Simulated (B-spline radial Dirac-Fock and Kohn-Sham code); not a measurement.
Core-hole lifetimes of I⁺

System: I⁺, [Kr] 4d10 5s2 5p4, inside a Watson sphere of charge -1 and radius 3 Å (a model of the Madelung potential; inside it an electron's potential energy is raised by 4.8 eV).

Model: a relativistic independent-particle model: LDA orbitals of the hole state, radiative multipoles to third order, Auger rates from the Coulomb interaction with a continuum orbital, Dirac-Fock energies. Program: a B-spline atomic structure program.

Partial widths are in eV. Coster-Kronig decay leaves a hole in the same principal shell; its rates are the weakest part of the model, often 1.5 to 2.5 times too large and more for N holes. Holes without an open Auger channel, or with an unreliable SCF state, are not listed.

```csv
hole,radiative,Auger,Coster-Kronig,total,fluorescence yield,lifetime (fs)
K (1s),9.18,1.22,0,10.4,0.883,0.0633
L1 (2s),0.152,1.46,1.75,3.36,0.0452,0.196
L2 (2p1/2),0.251,2.21,0.515,2.97,0.0844,0.221
L3 (2p3/2),0.238,2.49,0,2.73,0.0872,0.241
M1 (3s),0.00389,0.457,11.0,11.5,0.000339,0.0574
M2 (3p1/2),0.00394,0.509,4.28,4.79,0.000821,0.137
M3 (3p3/2),0.00387,0.534,5.10,5.64,?,?
M4 (3d3/2),0.000249,0.603,0,0.603,0.000413,1.09
M5 (3d5/2),0.000214,0.614,0,0.614,0.000348,1.07
N1 (4s),0.000104,0.0452,5.00,5.05,2.06e-05,0.130
N2 (4p1/2),0.000282,0.0336,25.5,25.5,1.11e-05,0.0258
N4 (4d3/2),4.54e-06,0.0460,0,0.0460,9.85e-05,14.3
N5 (4d5/2),4.06e-06,0.0476,0,0.0476,8.52e-05,13.8
```

**Question.** What are the fluorescence yield and the lifetime of the M3 (3p3/2) hole?

**Answer.** The yield is the radiative width over the total, 0.000686, and the lifetime is ħ/Γ = 0.117 fs.

Values without a named source are computed, but for edge energies of neutral atoms, which are taken from tables.
